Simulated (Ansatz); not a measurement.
One change: `O[SiH](Cl)[O][GeH3]` becomes `O[SiH](F)[O][GeH3]`.

Ansatz, PBE0-D4/def2-TZVP geometries, multiplicity 1. Each molecule was computed in one conformer, which needn't be the lowest.

Scalar relativity is left out up to krypton.

```csv
property,`O[SiH](Cl)[O][GeH3]`
size of the dipole moment (ωB97M-V/def2-TZVPP) / D,1.37
HOMO–LUMO gap (ωB97M-V/def2-TZVPP) / eV,13.00
LUMO energy (PBE/def2-TZVPP) / eV,-0.87
LUMO energy (B3LYP/def2-TZVPP) / eV,-0.22
HOMO energy (B3LYP/def2-TZVPP) / eV,-8.63
HOMO–LUMO gap (B3LYP/def2-TZVPP) / eV,8.42
```

Q: Give the same properties after the change, and the shifts. (An estimate is asked.)

A: Ansatz gave: 
```tsv
property	`O[SiH](F)[O][GeH3]`	shift
size of the dipole moment (ωB97M-V/def2-TZVPP) / D	1.40	0.03
HOMO–LUMO gap (ωB97M-V/def2-TZVPP) / eV	13.25	0.25
LUMO energy (PBE/def2-TZVPP) / eV	-0.79	0.08
LUMO energy (B3LYP/def2-TZVPP) / eV	-0.15	0.07
HOMO energy (B3LYP/def2-TZVPP) / eV	-8.81	-0.18
HOMO–LUMO gap (B3LYP/def2-TZVPP) / eV	8.66	0.24
```

With PBE0 the HOMO falls by 0.16 eV and the LUMO rises by 0.08 eV, so the gap widens by about 0.24 eV. PBE moves the HOMO by -0.12 eV and ωB97M-V by -0.19 eV. Dipoles are sizes alone; their direction can turn.

B3LYP here is the variant with VWN-RPA as its local correlation; programs differ in this.
